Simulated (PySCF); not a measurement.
HCu (SMILES [CuH]), singlet, geometry from GFN2-xTB (such geometries of metal compounds can be far from the true shape); MN15/6-31G (PySCF).

Here is a job for PySCF.
```python
from pyscf import gto, scf, dft

mol = gto.Mole()
mol.atom = '''
    Cu   -0.00000000   -0.00000000   -0.04747396
    H     0.00000000    0.00000000    1.37674489
'''
mol.basis = '6-31g'
mol.verbose = 4
mol.build()

mf = dft.RKS(mol)
mf.xc = 'mn15'
mf.grids.level = 1
mf.kernel()
mf.analyze()
```

Predict the main parts of the log of this PySCF run.


```
PySCF version 2.14.0

[INPUT] verbose = 4
[INPUT] num. atoms = 2
[INPUT] num. electrons = 30
[INPUT] charge = 0
[INPUT] spin (= nelec alpha-beta = 2S) = 0
[INPUT] symmetry False subgroup None
[INPUT] Mole.unit = angstrom
[INPUT] Symbol           X                Y                Z      unit          X                Y                Z       unit  Magmom
[...]
nuclear repulsion = 10.7751270927779
number of shells = 13
number of NR pGTOs = 94
number of NR cGTOs = 29
basis = 6-31g
ecp = {}

******** <class 'pyscf.dft.rks.RKS'> ********
method = RKS
initial guess = minao
damping factor = 0
level_shift factor = 0
DIIS = <class 'pyscf.scf.diis.CDIIS'>
diis_start_cycle = 1
diis_space = 8
diis_damp = 0
SCF conv_tol = 1e-09
SCF conv_tol_grad = None
SCF max_cycles = 50
direct_scf = True
direct_scf_tol = 1e-13
XC library pyscf.dft.libxc version 7.1.2
    S. Lehtola, C. Steigemann, M. J. T. Oliveira, and M. A. L. Marques,  SoftwareX 7, 1–5 (2018)
XC functionals = mn15
    H. S. Yu, X. He, S. L. Li, and D. G. Truhlar,  Chem. Sci. 7, 5032–5051 (2016)
    H. S. Yu, X. He, S. L. Li, and D. G. Truhlar,  Chem. Sci. 7, 5032–5051 (2016)
radial grids:
    Treutler-Ahlrichs [JCP 102, 346 (1995); DOI:10.1063/1.469408] (M4) radial grids

becke partition: Becke, JCP 88, 2547 (1988); DOI:10.1063/1.454033
pruning grids: <function nwchem_prune>
grids dens level: 1
symmetrized grids: False
atomic radii adjust function: <function treutler_atomic_radii_adjust>
small_rho_cutoff = 0
Set gradient conv threshold to 3.16228e-05
Initial guess from minao.
tot grids = 9912
init E= -1640.49862797803
[...]
cycle= 1 E= -1640.90340596808  delta_E= -0.405  |g|= 0.71  |ddm|= 1.23
[...]
cycle= 2 E= -1640.79527343251  delta_E= 0.108  |g|= 1.23  |ddm|= 1.07
[...]
cycle= 3 E= -1640.95791860085  delta_E= -0.163  |g|= 0.0423  |ddm|= 0.649
[...]
cycle= 4 E= -1640.9583979322  delta_E= -0.000479  |g|= 0.0403  |ddm|= 0.0576
[...]
cycle= 5 E= -1640.95872615855  delta_E= -0.000328  |g|= 0.0118  |ddm|= 0.056
[...]
cycle= 6 E= -1640.95878299203  delta_E= -5.68e-05  |g|= 0.000627  |ddm|= 0.0387
[...]
cycle= 7 E= -1640.95878381013  delta_E= -8.18e-07  |g|= 0.000623  |ddm|= 0.00329
[...]
cycle= 8 E= -1640.95878394954  delta_E= -1.39e-07  |g|= 0.000144  |ddm|= 0.00139
[...]
cycle= 9 E= -1640.9587839563  delta_E= -6.76e-09  |g|= 4.19e-06  |ddm|= 0.000324
[...]
cycle= 10 E= -1640.95878395632  delta_E= -1.75e-11  |g|= 4.88e-07  |ddm|= 1.7e-05
[...]
Extra cycle  E= -1640.95878395632  delta_E= 1.14e-12  |g|= 3.56e-07  |ddm|= 1.64e-06
converged SCF energy = -1640.95878395632
**** SCF Summaries ****
Total Energy =                       -1640.958783956315528
Nuclear Repulsion Energy =              10.775127092777913
One-electron Energy =                -2310.184828253345586
Two-electron Energy =                  658.450917204252278
Two-electron Coulomb Energy =          726.343156801799296
DFT Exchange-Correlation Energy =      -67.892239597547047
HOMO-LUMO gap [eV] =                     5.324866795797395
**** MO energy ****
[...]
 ** Mulliken pop on meta-lowdin orthogonal AOs  **
 ** Mulliken pop  **
[...]
 ** Mulliken atomic charges  **
charge of    0Cu =      0.22535
charge of    1H =     -0.22535
Dipole moment(X, Y, Z, Debye):  0.00000, -0.00000, -2.80079
```
